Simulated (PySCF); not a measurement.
Work out the structure from these simulated measurements.

Formula: C3H10F3PSi2.

| Property | Result |
| --- | --- |
| Rotational structure | rotational constants A, B, C: 1.284, 0.521, 0.420 GHz [GFN2-xTB] |
| Dipole | 3.25 D [PBE0/pcSseg-1] |
| NMR, other nuclei | isotropic shieldings of nuclei other than C and H, by class: 301 (3 F), 392 (1 Si), 412 (1 Si), 633 (1 P) ppm [GIAO PBE0/pcSseg-1] |
| 13C NMR | chemical shifts (computed TMS as zero) by class: 24.1 (1 C), 20.5 (1 C), 14.9 (1 C) ppm [GIAO PBE0/pcSseg-1] |
| 1H NMR | chemical shifts (computed TMS as zero) by class: 4.17 (1 H), 1.45 (1 H), 1.27 (1 H), 1.12 (3 H), 1.08 (2 H), 0.97 (1 H), 0.52 (1 H) ppm [GIAO PBE0/pcSseg-1] |

The electronic properties come from PySCF, for the isolated species, density fitting. Levels stand in brackets. The structure is a single GFN2-xTB conformer in the gas phase; no vibrational or solvent corrections. NMR classes are plain means over equivalent atoms (diastereotopic ones count apart unless rotation or inversion swaps them), as if these changed places fast.

Question: Propose a structure and show how it fits.

Answer: Numbering: `[CH3:1][CH2:2][CH2:3][Si@@H:4]([PH2:5])[Si:6]([F:7])([F:8])[F:9]`. 3 carbons fall into 3 classes; from least to most shielded: chain CH2 carbon [C2] (24.1 ppm), methyl carbon [C1] (20.5 ppm), sp3 carbon bound to silicon [C3] (14.9 ppm). Hydrogen classes from least to most shielded: 1 H on an SiH silicon, Si4 (4.17 ppm), 1 H on a chain CH2 carbon, C2 (1.45 ppm), 1 H on a chain CH2 carbon, C2 (1.27 ppm), 3 H on a methyl carbon, C1 (1.12 ppm, a mean of values up to 0.5 ppm apart in this geometry), 2 H on a three-coordinate phosphorus, P5 (1.08 ppm), 1 H on an sp3 carbon bound to silicon, C3 (0.97 ppm), 1 H on an sp3 carbon bound to silicon, C3 (0.52 ppm). The other shieldings belong to: 301 ppm, silicon-bound fluorine [F7/F8/F9]; 392 ppm, fluorine-bound silicon [Si6]; 412 ppm, SiH silicon [Si4]; 633 ppm, three-coordinate phosphorus [P5]. The optimised geometry has point group C1 and is an asymmetric top. Structure: `F[Si]([Si@@H](CCC)P)(F)F`. Computed isomers that give other values at the same levels: `C[C@@H]([SiH2]P)[SiH2]C(F)(F)F` (13C chemical shifts (computed TMS as zero) by class: 140.6 (1 C), 14.6 (1 C), 4.2 (1 C) ppm); `C[SiH2]P[SiH2]CC(F)(F)F` (13C chemical shifts (computed TMS as zero) by class: 137.4 (1 C), 23.1 (1 C), -6.0 (1 C) ppm); `FC(F)(F)C[C@H]([SiH3])[SiH2]P` (13C chemical shifts (computed TMS as zero) by class: 136.5 (1 C), 36.4 (1 C), -2.5 (1 C) ppm). The assignments are read from this structure; whether some other isomer fits the data as well wasn't checked. The mirror image fits equally.

Conformer computed: `[CH3:1][CH2:2][CH2:3][Si@@H:4]([PH2:5])[Si:6]([F:7])([F:8])[F:9]`: C1–C2–C3–Si4 -178°, C2–C3–Si4–P5 47°, C3–Si4–Si6–F7 46°, H–P5–Si4–C3 159°, H–P5–Si4–C3 66°.
